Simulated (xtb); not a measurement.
H4BN, charge -1, doublet, geometry from GFN2-xTB (a state made from the parent by changing its charge; the spin is typed, not shown lowest), atoms displaced at random by about 0.02 Å a coordinate; GFN1-xTB in xtb 6.7.1.

Input for xtb:
```
$ xtb mol.xyz --gfn 1 --chrg -1 --uhf 1 --opt crude --json

# file mol.xyz
6

B     -0.82261436     0.14572061    -0.16749023
N      0.67750532    -0.13354915    -0.10049346
H     -1.47442711    -0.93884968     0.09913821
H     -1.25545656     1.03975229     0.59917296
H      1.15459663     0.79040867     0.10435668
H      0.92862372    -0.64965571     0.72329558
```

Problem. Write the output that xtb gives for this input, abridged.

Solution. 
```
   ID    Z sym.   atoms
    1    5 B      1
    2    7 N      2
    3    1 H      3-6

           -------------------------------------------------
          |                Calculation Setup                |
           -------------------------------------------------

           -------------------------------------------------
          |                 G F N 1 - x T B                 |
           -------------------------------------------------

          ...................................................
          :                      SETUP                      :
          :.................................................:
          :  # basis functions                  16          :
          :  # atomic orbitals                  16          :
          :  # shells                           12          :
          :  # electrons                        13          :
          :  # halogen bonds                     0          :
          :  max. iterations                   250          :
          :  Hamiltonian                  GFN1-xTB          :
          :  restarted?                      false          :
          :  GBSA solvation                  false          :
          :  PC potential                    false          :
          :  electronic temp.          300.0000000     K    :
          :  accuracy                    1.0000000          :
          :  -> integral cutoff          0.2500000E+02      :
          :  -> integral neglect         0.1000000E-07      :
          :  -> SCF convergence          0.1000000E-05 Eh   :
          :  -> wf. convergence          0.2000000E-04 e    :
          :  Broyden damping             0.4000000          :
          :  net charge                         -1          :
          :  unpaired electrons                  1          :
          ...................................................

 iter      E             dE          RMSdq      gap      omega  full diag
   1     -6.8752005 -0.687520E+01  0.817E+00    4.38       0.0  T
   2     -6.8938823 -0.186818E-01  0.486E+00    3.65       1.0  T
   3     -6.8942321 -0.349808E-03  0.592E-01    3.19       1.0  T
   4     -6.8945233 -0.291134E-03  0.364E-02    3.29       1.1  T
   5     -6.8945296 -0.634705E-05  0.125E-02    3.32       3.3  T
   6     -6.8945298 -0.227734E-06  0.367E-03    3.33      11.1  T
   7     -6.8945299 -0.327597E-07  0.616E-04    3.33      66.3  T
   8     -6.8945299 -0.134565E-09  0.223E-04    3.33     182.8  T
[...]
         :: total energy              -6.841112736269 Eh    ::
 * total energy  :    -6.8411127 Eh     change        0.5329071E-14 Eh
 * total energy  :    -6.8458141 Eh     change       -0.4701413E-02 Eh
 * total energy  :    -6.8465095 Eh     change       -0.6953148E-03 Eh
 * total energy  :    -6.8468177 Eh     change       -0.3082660E-03 Eh
   *** GEOMETRY OPTIMIZATION CONVERGED AFTER 4 ITERATIONS ***
         :: total energy              -6.846817729555 Eh    ::
[...]
         8                          0.1347982               3.6680 (LUMO)
         9                          0.1881369               5.1195
        10                          0.2096918               5.7060
        11                          0.2338125               6.3624
        12                          0.3819997              10.3947
        13                          0.4960674              13.4987
        14                          0.5026303              13.6773
        15                          0.5794761              15.7683
        16                          0.7826576              21.2972
      -------------------------------------------------------------
                  HL-Gap            0.1267903 Eh            3.4501 eV
             Fermi-level            0.0060878 Eh            0.1657 eV

  Mulliken/CM5 charges         n(s)   n(p)   n(d)
     1B    -0.29631 -0.48903   1.033  2.263  0.000
     2N    -0.57013 -0.95031   1.461  4.109  0.000
     3H    -0.17850 -0.07999   1.179  0.000  0.000
     4H    -0.18580 -0.09185   1.186  0.000  0.000
     5H     0.11186  0.30448   0.888  0.000  0.000
     6H     0.11887  0.30671   0.881  0.000  0.000

Wiberg/Mayer (AO) data.
largest (>0.10) Wiberg bond orders for each atom

 ---------------------------------------------------------------------------
     #   Z sym  total        # sym  WBO       # sym  WBO       # sym  WBO
 ---------------------------------------------------------------------------
     1   5 B    2.906 --     3 H    0.962     4 H    0.956     2 N    0.946
     2   7 N    2.916 --     5 H    0.983     6 H    0.972     1 B    0.946
     3   1 H    0.989 --     1 B    0.962
     4   1 H    0.987 --     1 B    0.956
     5   1 H    1.017 --     2 N    0.983
     6   1 H    1.007 --     2 N    0.972
 ---------------------------------------------------------------------------

Topologies differ in total number of bonds
Writing topology from bond orders to xtbtopo.mol

 dipole moment from electron density (au)
     X       Y       Z
   1.4561   0.0300   0.7257  total (Debye):    4.136

optimized geometry written to: xtbopt.xyz

           -------------------------------------------------
          | TOTAL ENERGY               -6.846817729555 Eh   |
          | GRADIENT NORM               0.007889523259 Eh/α |
          | HOMO-LUMO GAP               3.450140544559 eV   |
           -------------------------------------------------

normal termination of xtb
```
